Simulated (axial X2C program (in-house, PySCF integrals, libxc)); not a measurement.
**Outer orbitals of NaSe⁻ at 2.528 Å, PBE0**

Calculated with an in-house relativistic program for diatomic molecules. Spin-free means the one-electron spin-free X2C Hamiltonian; two-component (2c) means X2C with spin–orbit coupling and atomic mean-field two-electron Coulomb and Gaunt terms, so the difference of the two also holds small scalar two-electron terms. Basis: Se dyall-acv3z [9s10p7d5f1g], Na dyall-av3z [10s9p5d2f] (cores contracted in-house); Gaussian nuclei, density fitting, unrestricted open shells. Masses: Se 79.917 u, Na 22.990 u.

The distance is close to the 2c PBE0 minimum; the highest filled and lowest empty levels are listed.

Spin-free orbitals, state M_S = 0, Λ = 0 (closed shell) (Löwdin shares):

```json
{"symmetry": "π+α", "occupied": "yes", "ε (eV)": "-27.23", "atomic character": "100% Na p"}
{"symmetry": "π-α", "occupied": "yes", "ε (eV)": "-27.23", "atomic character": "100% Na p"}
{"symmetry": "σα", "occupied": "yes", "ε (eV)": "-27.22", "atomic character": "99% Na p"}
{"symmetry": "σα", "occupied": "yes", "ε (eV)": "-10.88", "atomic character": "84% Se s, 7% Na p, 6% Na d"}
{"symmetry": "σα", "occupied": "yes", "ε (eV)": "-0.39", "atomic character": "74% Se p, 21% Na s, 3% Na p"}
{"symmetry": "π+α", "occupied": "yes", "ε (eV)": "0.16", "atomic character": "86% Se p, 8% Na p, 5% Na d"}
{"symmetry": "π-α", "occupied": "yes", "ε (eV)": "0.16", "atomic character": "86% Se p, 8% Na p, 5% Na d"}
{"symmetry": "σα", "occupied": "no", "ε (eV)": "1.33", "atomic character": "51% Na p, 45% Na s, 3% Se p"}
{"symmetry": "π+α", "occupied": "no", "ε (eV)": "1.57", "atomic character": "99% Na p"}
{"symmetry": "π-α", "occupied": "no", "ε (eV)": "1.57", "atomic character": "99% Na p"}
{"symmetry": "σα", "occupied": "no", "ε (eV)": "1.69", "atomic character": "61% Na p, 30% Na s, 7% Se p"}
```

One partner of each degenerate Kramers or spin pair is listed. The highest filled level is positive, so this functional does not bind it, and the empty levels of an anion are set by the basis.

Spinors with spin–orbit coupling (state Ω = 0):

```json
{"ω": "1/2", "occupied": "yes", "ε (eV)": "-27.33", "atomic character": "100% Na p", "λ mixture": "71% π, 29% σ"}
{"ω": "3/2", "occupied": "yes", "ε (eV)": "-27.17", "atomic character": "100% Na p", "λ mixture": "100% π"}
{"ω": "1/2", "occupied": "yes", "ε (eV)": "-27.16", "atomic character": "100% Na p", "λ mixture": "71% σ, 29% π"}
{"ω": "1/2", "occupied": "yes", "ε (eV)": "-10.93", "atomic character": "84% Se s, 7% Na p, 6% Na d", "λ mixture": "100% σ"}
{"ω": "1/2", "occupied": "yes", "ε (eV)": "-0.50", "atomic character": "78% Se p, 17% Na s, 3% Na p", "λ mixture": "89% σ, 11% π"}
{"ω": "1/2", "occupied": "yes", "ε (eV)": "0.07", "atomic character": "83% Se p, 8% Na p, 5% Na d", "λ mixture": "88% π, 12% σ"}
{"ω": "3/2", "occupied": "yes", "ε (eV)": "0.21", "atomic character": "86% Se p, 9% Na p, 5% Na d", "λ mixture": "100% π"}
{"ω": "1/2", "occupied": "no", "ε (eV)": "1.33", "atomic character": "51% Na p, 45% Na s, 3% Se p", "λ mixture": "100% σ"}
{"ω": "1/2", "occupied": "no", "ε (eV)": "1.56", "atomic character": "100% Na p", "λ mixture": "100% π"}
{"ω": "3/2", "occupied": "no", "ε (eV)": "1.56", "atomic character": "99% Na p", "λ mixture": "100% π"}
{"ω": "1/2", "occupied": "no", "ε (eV)": "1.69", "atomic character": "60% Na p, 29% Na s, 8% Se p", "λ mixture": "99% σ, 1% π"}
```

One partner of each degenerate Kramers or spin pair is listed. The highest filled level is positive, so this functional does not bind it, and the empty levels of an anion are set by the basis.

(1) How does the gap between the highest filled and lowest empty level change from the spin-free to the 2c table?

Mulliken charges and populations of the two-component result (they depend on the basis, above all on diffuse functions):

Se -1.29 e (s 7.99 p 17.28 d 10.01), Na 0.29 e (s 4.44 p 6.23 d 0.03).

One determinant describes the state; a PBE0 search over occupations chose it and may have missed a lower one. PBE0 can misorder states that lie within some tenths of an eV, so this need not be the ground state of the molecule. The nearest other spin-free determinant of the search, M_S = 1, Λ = 1, lies 0.43 eV up at the distance of the search. The highest occupied level of some functionals is positive through self-interaction error; at Hartree–Fock it is bound.

## Answers

(1) From 1.17 to 1.12 eV at PBE0, a change of -0.05 eV.
